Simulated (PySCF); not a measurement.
SMILES [SiH2](C)[SiH2]O, GFN2-xTB optimised geometry.

```
12

C      2.13    -1.01     0.00
Si     0.23    -1.01     0.00
Si    -0.58     1.15     0.00
O     -2.17     1.18    -0.35
H      2.52    -0.51     0.88
H      2.52    -2.02     0.00
H      2.53    -0.50    -0.87
H     -0.20    -1.80    -1.17
H     -0.21    -1.81     1.16
H     -0.61     1.82     1.30
H      0.12     2.02    -0.96
H     -2.53     0.83    -1.16
```

Density from PySCF with PBE/def2-TZVP at that geometry.

Minimum of the electron density along straight lines between bonded atoms, close to the bond critical point (lines longer than 1.1 times the sum of covalent radii, or with two minima, are not listed):

| bond | length / Å | ρ at the minimum / e bohr⁻³ | ∇²ρ there / e bohr⁻⁵ | position (fraction from the first atom) |
|---|---|---|---|---|
| C1–Si2 | 1.898 | 0.114 | 0.15 | 0.61 |
| Si2–Si3 | 2.308 | [?] | [?] | 0.50 |
| Si3–O4 | 1.632 | 0.140 | 0.87 | 0.41 |
| C1–H5 | 1.086 | 0.273 | -0.89 | 0.64 |
| C1–H6 | 1.086 | 0.274 | -0.90 | 0.64 |
| C1–H7 | 1.086 | 0.273 | -0.90 | 0.64 |
| Si2–H8 | 1.479 | 0.119 | 0.16 | 0.50 |
| Si2–H9 | 1.473 | 0.121 | 0.17 | 0.50 |
| Si3–H10 | 1.460 | 0.126 | 0.16 | 0.50 |
| Si3–H11 | 1.473 | 0.123 | 0.15 | 0.50 |
| O4–H12 | 0.952 | 0.365 | [?] | 0.81 |

Task: Some entries are withheld; supply them.

Result: 
- Si2–Si3, ρ at the minimum / e bohr⁻³: 0.099
- Si2–Si3, ∇²ρ there / e bohr⁻⁵: -0.18
- O4–H12, ∇²ρ there / e bohr⁻⁵: -2.49
